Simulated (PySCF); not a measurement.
H₅O₄Si, SMILES O[Si](O)(O)[OH2+], charge +1.

Coordinates come from a PBE0-D3(BJ)/def2-SVP optimisation. The isomer is the one that the SMILES or the coordinates give; other isomers of the formula were not compared. The values are those of a single conformer.

These are TDDFT-PBE/def2-SVPD (PySCF) values and carry that method's errors.

Vertical excitations. Gas-phase values at a fixed geometry.

```tsv
state	energy (eV)	λ (nm)	f	main pairs
S1	6.80	182	0.005	HOMO→LUMO 100 %
S2	7.25	171	0.017	HOMO−1→LUMO 99 %
S3	7.34	169	0.020	HOMO−2→LUMO 99 %
S4	7.91	157	0.015	HOMO−3→LUMO 96 %
S5	8.14	152	0.015	HOMO→LUMO+1 88 %
S6	8.27	150	0.025	HOMO−4→LUMO 93 %
S7	8.59	144	0.010	HOMO−1→LUMO+1 91 %
S8	8.73	142	0.055	HOMO−5→LUMO 83 %, HOMO−2→LUMO+1 13 %
S9	8.75	142	0.041	HOMO−2→LUMO+1 75 %, HOMO−5→LUMO 13 %
S10	8.95	139	0.004	HOMO→LUMO+2 96 %
T1	6.66	186	0	HOMO→LUMO 100 %
T2	7.08	175	0	HOMO−1→LUMO 99 %
T3	7.18	173	0	HOMO−2→LUMO 99 %
T4	7.76	160	0	HOMO−3→LUMO 99 %
```
Triplets are in the Tamm–Dancoff approximation, which puts them higher than full response would, so one can lie above its singlet here.
